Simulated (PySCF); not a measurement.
PySCF run on Ca2⁺

File input.py (PySCF 2.14):

```python
from pyscf import gto, scf, mp

mol = gto.M(
    atom='Ca 0 0 0; Ca 0 0 3.444',
    basis='sbkjc',
    ecp={'Ca': 'sbkjc'},
    charge=1,
    spin=1,
    verbose=4,
)
mf = scf.UHF(mol)
mf = mf.density_fit(auxbasis='def2-universal-jkfit')
mf.kernel()
mp.MP2(mf).kernel()
mf.dip_moment()
print('orbital energies (hartree):', [e[max(0, n-3):n+3].round(4) for e, n in zip(mf.mo_energy, mol.nelec)])
```

```bash
$ OMP_NUM_THREADS=1 python input.py
```

Output (some set-up lines and the per-cycle HOMO/LUMO lines with their warnings removed):

```
PySCF version 2.14.0

[INPUT] Symbol           X                Y                Z      unit          X                Y                Z       unit  Magmom
[INPUT]  1 Ca     0.000000000000   0.000000000000   0.000000000000 AA    0.000000000000   0.000000000000   0.000000000000 Bohr   0.0
[INPUT]  2 Ca     0.000000000000   0.000000000000   3.444000000000 AA    0.000000000000   0.000000000000   6.508216773002 Bohr   0.0

nuclear repulsion = 0.614607678188153
number of shells = 8
number of NR pGTOs = 32
number of NR cGTOs = 16
basis = sbkjc
ecp = {'Ca': 'sbkjc'}

******** <class 'pyscf.df.df_jk.DFUHF'> ********
method = DFUHF
initial guess = minao
damping factor = 0
level_shift factor = 0
DIIS = <class 'pyscf.scf.diis.CDIIS'>
SCF conv_tol = 1e-09
SCF max_cycles = 50
number electrons alpha = 2  beta = 1
******** <class 'pyscf.df.df.DF'> ********
auxbasis = def2-universal-jkfit
init E= -1.19243744784098

cycle= 1 E= -1.02417385609084  delta_E= 0.168  |g|= 0.0522  |ddm|= 1.74
cycle= 2 E= -1.03595876958045  delta_E= -0.0118  |g|= 0.0216  |ddm|= 0.546
cycle= 3 E= -1.03875069863398  delta_E= -0.00279  |g|= 0.0103  |ddm|= 0.178
cycle= 4 E= -1.0397079877654  delta_E= -0.000957  |g|= 0.00303  |ddm|= 0.233
cycle= 5 E= -1.03979341477871  delta_E= -8.54e-05  |g|= 0.000503  |ddm|= 0.0553
cycle= 6 E= -1.03979520602037  delta_E= -1.79e-06  |g|= 9.13e-05  |ddm|= 0.0173
cycle= 7 E= -1.03979525066205  delta_E= -4.46e-08  |g|= 1.11e-05  |ddm|= 0.0062
cycle= 8 E= -1.03979525134495  delta_E= -6.83e-10  |g|= 1.86e-06  |ddm|= 0.000222
Extra cycle  E= -1.03979525136093  delta_E= -1.6e-11  |g|= 9.07e-07  |ddm|= 4.97e-05
converged SCF energy = -1.03979525136093  <S^2> = 0.86549259  2S+1 = 2.1123377

******** <class 'pyscf.mp.dfump2.DFUMP2'> ********
nocc = (np.int64(2), np.int64(1)), nmo = (16, 16)
E(DFUMP2) = -1.05171084914282  E_corr = -0.0119155977818952
E(SCS-DFUMP2) = -1.05341355012436  E_corr = -0.0136182987634357
E_corr(same-spin) = -0.00078509835558292
E_corr(oppo-spin) = -0.0111304994263122

WARN: System has nonzero charge 1; the dipole moment is origin-dependent.
Location of origin: [0. 0. 0.]

Dipole moment(X, Y, Z, Debye): -0.00000, -0.00000,  8.27112
orbital energies (hartree): [array([-0.4058, -0.3259, -0.1328, -0.1328, -0.1296]), array([-0.4045, -0.137 , -0.1173, -0.1173])]
```

In short: E(SCF) = -1.039795 Eh, 8 cycles, E(MP2) − E(SCF) = -0.01192 Eh, ⟨S²⟩ = 0.865.

Hardware: AMD EPYC 7R43 64-Core, 1 thread, shared host. Wall time 1.5 s.

The bond length is a typed value, not an optimised one. The dipole of an ion depends on the origin. No search for the lowest solution was made.
